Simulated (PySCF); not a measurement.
## Potential energy of YF along the bond

Set-up: PySCF, scalar-relativistic core potentials, basis sets Y def2-TZVPP with ECP28, F def2-TZVPP. Energies in eV from Y (4d1 5s2) + F in their ground configurations at the same level. State: ¹Σ⁺ (singlet), closed shell.

All columns are MN15. A positive dipole means Y(−)F(+).

```tsv
R (Å)	E (eV)	μ (D)	Mulliken charge on Y (basis-dependent)	HOMO (eV)	LUMO (eV)	Mayer bond order	⟨S²⟩
1.658	-5.640	-0.53	0.29	-5.03	-0.82	1.29	0.00
1.735	-6.389	-1.03	0.32	-5.13	-0.96	1.23	0.00
1.812	-6.801	-1.50	0.35	-5.22	-1.11	1.18	0.00
1.870	-6.948	-1.85	0.37	-5.29	-1.22	1.14	0.00
1.928	-6.991	-2.20	0.39	-5.36	-1.32	1.10	0.00
1.986	-6.955	-2.54	0.41	-5.43	-1.43	1.07	0.00
2.063	-6.818	-2.98	0.43	-5.52	-1.57	1.03	0.00
2.159	-6.553	-3.53	0.46	-5.64	-1.74	0.98	0.00
2.275	-6.157	-4.18	0.49	-5.77	-1.94	0.93	0.00
2.429	-5.579	-5.04	0.52	-5.95	-2.18	0.87	0.00
```

A fit through these points gives, at Re = 1.928 Å, μ = -2.20 D and dμ/dR = -5.90 D/Å; the reduced mass is 15.65 u.

Q: How strong is the fundamental in the double-harmonic approximation, I = 42.26·(dμ/dR)²/μred km/mol?

A: I = 42.26·(-5.90)²/15.65 = 94.0 km/mol at MN15.

The metal atom is held in its measured ground configuration; semilocal functionals can put another filling of s and d lower by some tenths of an eV, and De to that atom would be smaller. These are scalar-relativistic numbers at best; spin–orbit coupling would shift them, the dissociation energy most.
